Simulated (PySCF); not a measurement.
Isomers of C5H15NP2Si, mass 179.045 u with the commonest isotopes. Level of theory: PBE0/pcSseg-1 in PySCF (dipole) on a GFN2-xTB geometry, gas phase. One conformer each, none proved a minimum here; rigid rotors.

Question: Order these by rotational constant C, smallest first.
A. `[CH3:1][C@@H:2]1[CH2:3][CH2:4][N:5]([SiH:6]([PH2:7])[PH2:8])[CH2:9]1` with C4–N5–Si6–P7 -152°, N5–Si6–P7–H 84° and 176°, N5–Si6–P8–H -176° and 91°, C1–C2–C3–C4 -156°, C2–C3–C4–N5 39°, C3–C4–N5–Si6 151°, C4–N5–C9–C2 9°
B. `[CH3:1][N:2]([CH:3]1[CH2:4][CH2:5][CH2:6]1)[SiH:7]([PH2:8])[PH2:9]` with C1–N2–C3–C4 99°, C1–N2–Si7–P8 -121°, N2–Si7–P8–H -179° and -86°, N2–Si7–P9–H -79° and -172°, N2–C3–C4–C5 136°, C3–C4–C5–C6 -13°, C4–C5–C6–C3 13°, N2–C3–C6–C5 -135°
C. `[CH3:1][P:2]1(=[NH:3])[CH2:4][CH2:5][P:6]([SiH3:7])[CH2:8][CH2:9]1` with C1–P2–C4–C5 -172°, P2–C4–C5–P6 72°, C4–C5–P6–Si7 -169°, C5–P6–C8–C9 67°

Answer: A (470.4 MHz), B (532.5 MHz), C (557.0 MHz).

Question: Order these by out-of-plane moment Σ m c² = (Ia + Ib − Ic)/2, largest first.
A. `[CH3:1][N:2]([CH:3]1[CH2:4][CH2:5][CH2:6]1)[SiH:7]([PH2:8])[PH2:9]` with C1–N2–C3–C4 99°, C1–N2–Si7–P8 -121°, N2–Si7–P8–H -179° and -86°, N2–Si7–P9–H -79° and -172°, N2–C3–C4–C5 136°, C3–C4–C5–C6 -13°, C4–C5–C6–C3 13°, N2–C3–C6–C5 -135°
B. `[CH3:1][P:2]1(=[NH:3])[CH2:4][CH2:5][P:6]([SiH3:7])[CH2:8][CH2:9]1` with C1–P2–C4–C5 -172°, P2–C4–C5–P6 72°, C4–C5–P6–Si7 -169°, C5–P6–C8–C9 67°
C. `[CH3:1][C@@H:2]1[CH2:3][CH2:4][N:5]([SiH:6]([PH2:7])[PH2:8])[CH2:9]1` with C4–N5–Si6–P7 -152°, N5–Si6–P7–H 84° and 176°, N5–Si6–P8–H -176° and 91°, C1–C2–C3–C4 -156°, C2–C3–C4–N5 39°, C3–C4–N5–Si6 151°, C4–N5–C9–C2 9°

Answer: B (102.49 u·Å²), A (67.65 u·Å²), C (54.61 u·Å²).

Question: Order these by rotational constant B, largest first.
A. `[CH3:1][P:2]1(=[NH:3])[CH2:4][CH2:5][P:6]([SiH3:7])[CH2:8][CH2:9]1` with C1–P2–C4–C5 -172°, P2–C4–C5–P6 72°, C4–C5–P6–Si7 -169°, C5–P6–C8–C9 67°
B. `[CH3:1][N:2]([CH:3]1[CH2:4][CH2:5][CH2:6]1)[SiH:7]([PH2:8])[PH2:9]` with C1–N2–C3–C4 99°, C1–N2–Si7–P8 -121°, N2–Si7–P8–H -179° and -86°, N2–Si7–P9–H -79° and -172°, N2–C3–C4–C5 136°, C3–C4–C5–C6 -13°, C4–C5–C6–C3 13°, N2–C3–C6–C5 -135°
C. `[CH3:1][C@@H:2]1[CH2:3][CH2:4][N:5]([SiH:6]([PH2:7])[PH2:8])[CH2:9]1` with C4–N5–Si6–P7 -152°, N5–Si6–P7–H 84° and 176°, N5–Si6–P8–H -176° and 91°, C1–C2–C3–C4 -156°, C2–C3–C4–N5 39°, C3–C4–N5–Si6 151°, C4–N5–C9–C2 9°

Answer: B (696.6 MHz), C (628.6 MHz), A (575.9 MHz).

```csv
SMILES,point group,Ia (u·Å²),Ib (u·Å²),Ic (u·Å²),κ,μa (D),μb (D),μc (D)
CP1(=N)CCP([SiH3])CC1,C1,234.77,877.57,907.36,-0.98,1.46,1.36,1.42
CN(C1CCC1)[SiH](P)P,C1,358.77,725.53,949.01,-0.63,1.12,0.27,0.12
C[C@@H]1CCN([SiH](P)P)C1,C1,379.59,803.96,1074.34,-0.63,0.75,0.73,0.35
```
